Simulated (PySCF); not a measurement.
PW91 on Co⁻ (cobalt, charge -1), [Ar] 3d8 4s2, high-spin 3F determinant. Calculation: PySCF 2.14, in aug-cc-pwCVTZ-DK with one added diffuse shell each of s, p, d, f, g type (11s10p8d5f4g, 152 functions); scalar relativity by spin-free X2C-1e.

```
cycle= 3 E= -1393.20173631938  delta_E= -1.45  |g|= 0.881  |ddm|= 2.12
cycle= 4 E= -1393.40876370486  delta_E= -0.207  |g|= 0.11  |ddm|= 6.91
cycle= 5 E= -1392.80677566202  delta_E= 0.602  |g|= 1.35  |ddm|=  2.9
cycle= 6 E= -1393.37112780162  delta_E= -0.564  |g|= 0.399  |ddm|= 2.22
cycle= 7 E= -1393.37505818908  delta_E= -0.00393  |g|= 0.426  |ddm|= 1.39
cycle= 8 E= -1393.4333785498  delta_E= -0.0583  |g|= 0.0544  |ddm|= 0.605
cycle= 9 E= -1393.43352493558  delta_E= -0.000146  |g|= 0.0417  |ddm|= 0.462
cycle= 10 E= -1393.43421820909  delta_E= -0.000693  |g|= 0.00341  |ddm|= 0.176
cycle= 11 E= -1393.43422732591  delta_E= -9.12e-06  |g|= 0.00632  |ddm|= 0.063
cycle= 12 E= -1393.43424350758  delta_E= -1.62e-05  |g|= 0.000681  |ddm|= 0.0222
cycle= 13 E= -1393.43424358865  delta_E= -8.11e-08  |g|= 0.000287  |ddm|= 0.00187
cycle= 14 E= -1393.4342436241  delta_E= -3.55e-08  |g|= 3.87e-05  |ddm|= 0.00108
cycle= 15 E= -1393.43424362471  delta_E= -6.13e-10  |g|= 6.05e-06  |ddm|= 0.000122
converged SCF energy = -1393.43424362471  <S^2> = 2.0441391  2S+1 = 3.0292832
```

Highest occupied orbital energy: 2.007 eV; ⟨L²⟩ = 12.04; populations by l: s 8.00, p 12.00, d 8.00, f 0.00.

Question: Can this result be used?

Answer: With care. The run converged. At PW91 the highest occupied level has a positive energy, so only the finite basis holds that electron; in a semilocal or global hybrid functional this comes from self-interaction and does not mean that the real anion is unbound.
